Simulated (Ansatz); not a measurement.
The cluster Ni4⁺ (the lowest doublet isomer of a short search) was relaxed with r2SCAN-D4 (def2-SVP) in Ansatz in these states: charge +1 quartet, charge +1 sextet. The geometries follow in no particular order.

A:

```xyz
4

Ni    0.421    0.246    1.224
Ni   -0.158    1.366   -0.591
Ni    0.913   -1.088   -0.469
Ni   -1.176   -0.524   -0.164
```

B:

```xyz
4

Ni   -0.170    0.642   -1.186
Ni   -0.574    0.726    0.995
Ni   -0.584   -1.226   -0.060
Ni    1.328   -0.142    0.251
```

Judge from the bond lengths which geometry belongs to which state (an estimate).

A is the charge +1 sextet (Ni2–Ni3 2.681 Å, Ni3–Ni4 2.186 Å, Ni1–Ni4 2.252 Å); B is the charge +1 quartet (Ni2–Ni3 2.219 Å, Ni3–Ni4 2.219 Å, Ni1–Ni4 2.219 Å).

At r2SCAN-D4/def2-SVP the charge 1 sextet is spin-contaminated (final ⟨S²⟩ up to 8.90, 8.75 for a pure state). At r2SCAN-D4/def2-SVP the charge 1 quartet is spin-contaminated (final ⟨S²⟩ up to 4.04, 3.75 for a pure state). At PBE0-D4/def2-TZVP a quartet lies 0.52 eV below the charge +1 sextet. These are the stationary points nearest to one start from a short search; other shapes may lie lower in each state.
